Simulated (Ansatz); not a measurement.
`[F][Ga]([Cl])[Br]` + `CCO` → `CC[O][Ga]([F])[Cl]` + HBr at 400 K and 1 bar (ligand exchange at a Ga–Br bond).

Computed with Ansatz on PBE0-D4/def2-TZVP structures; ΔE is electronic, products minus reactants. CCSD(T)/CBS is the MP2 limit (def2-TZVPP, def2-QZVPP) plus CCSD(T) − MP2 in def2-TZVPP, frozen cores. For Br, Ga outer-core shells are correlated without core-valence functions, which leaves a few kJ/mol of doubt a bond. Scalar relativity is left out up to krypton. Each species was taken in one conformer, which may not be the lowest.

```json
{"species": "`[F][Ga]([Cl])[Br]`", "CCSD(T)/CBS energy (Eh)": "-5056.97994", "H − E (kJ/mol)": "36.2", "S (J/(mol·K))": "363.3"}
{"species": "`CCO`", "CCSD(T)/CBS energy (Eh)": "-154.88256", "H − E (kJ/mol)": "231.6", "S (J/(mol·K))": "290.7"}
{"species": "`CC[O][Ga]([F])[Cl]`", "CCSD(T)/CBS energy (Eh)": "-2637.91891", "H − E (kJ/mol)": "231.4", "S (J/(mol·K))": "433.5"}
{"species": "HBr", "CCSD(T)/CBS energy (Eh)": "-2573.91920", "H − E (kJ/mol)": "27.6", "S (J/(mol·K))": "207.2"}
```

H − E and S are ideal-gas, rigid-rotor, harmonic terms from PBE0-D4/def2-TZVP, for one conformer and one mirror image of each species. 1 Eh = 2625.50 kJ/mol, R = 8.31446 J/(mol·K).

Question: By hand: ΔE, ΔH, ΔS and ΔG.

Answer: ΔE = (-2637.91891) + (-2573.91920) − (-5056.97994) − (-154.88256) = 0.02439 Eh = 64.0 kJ/mol. Δ(H − E) = 231.4 + 27.6 − 36.2 − 231.6 = -8.8, so ΔH = 55.2 kJ/mol. ΔS = 433.5 + 207.2 − 363.3 − 290.7 = -13.3 J/(mol·K). ΔG = 55.2 − 400 × (-13.3)/1000 = 60.5 kJ/mol.

Question: By hand: the equilibrium constant, and the temperature at which ΔG would vanish if ΔH and ΔS stayed fixed.

Answer: log₁₀ K = −ΔG/(RT ln 10) = -7.9. ΔH and −TΔS have one sign here, so there is no such temperature.

The number of gas molecules stays the same, so ΔS is small and ΔH decides. A doubt of 5 kJ/mol in ΔE shifts log₁₀ K by 0.7 here. Other conformers and mirror images would add mixing entropy, several J/(mol·K) or more a flexible species. Modes under 60 cm⁻¹, often nearly free rotors, make the harmonic entropy too high. These are equilibria of isolated gas molecules and say nothing of rates. Largest T1 diagnostic: 0.013 (customary marks: 0.02 for closed shells, 0.045 for open ones).
